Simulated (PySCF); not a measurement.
CaCl⁺: energy against distance

Set-up: Ca x2c-SVPall, Cl x2c-SVPall; spin-free X2C with a Gaussian nucleus (PySCF 2.14). Energies in eV from Ca⁺ + Cl in their ground configurations at the same level. All curves are PBE0. state 1: ¹Σ⁺ (singlet), closed shell; state 2: ³Π (triplet), unpaired electrons σ ↑, π ↑, a second solution, started from another occupation.

```tsv
R (Å)	state 1	state 2
2.000	-3.329	2.9239
2.093	-3.971	1.8763
2.186	-4.323	1.1263
2.256	-4.447	0.7111
2.326	-4.479	0.3936
2.396	-4.442	0.1529
2.489	-4.313	-0.0769
2.605	-4.064	-0.2596
2.745	-3.690	-0.3790
2.931	-3.135	-0.4403
```

Question: Put a parabola through the three lowest points of the state 1 curve and estimate Re, k and ωe (reduced mass 18.65 u; 1 eV/Å² = 0.16022 mdyn/Å; ωe = 1302.8·√(k/μ) cm⁻¹).

Answer: Through R = 2.256, 2.326, 2.396 Å the second-order coefficient is 7.04 eV/Å², so Re ≈ 2.323 Å, k ≈ 2.26 mdyn/Å and ωe ≈ 453 cm⁻¹. A polynomial fit of higher order to the unrounded PBE0 energies gives Re = 2.321 Å, k = 2.33 mdyn/Å, ωe = 460 cm⁻¹; anharmonicity and rounding make the difference.

The higher-order fit for each curve: state 1: Re = 2.321 Å, ωe = 460 cm⁻¹, De = 4.48 eV; state 2: Re = 3.029 Å, ωe = 127 cm⁻¹, minimum 0.446 eV below the ground-state fragments.

For an ion De counts to the pair picked by the measured ionisation energies or electron affinities, which need not be the lowest pair at this level. Counting both spins, an empty level lies below a filled one in some of these solutions, because spin and occupation are held.
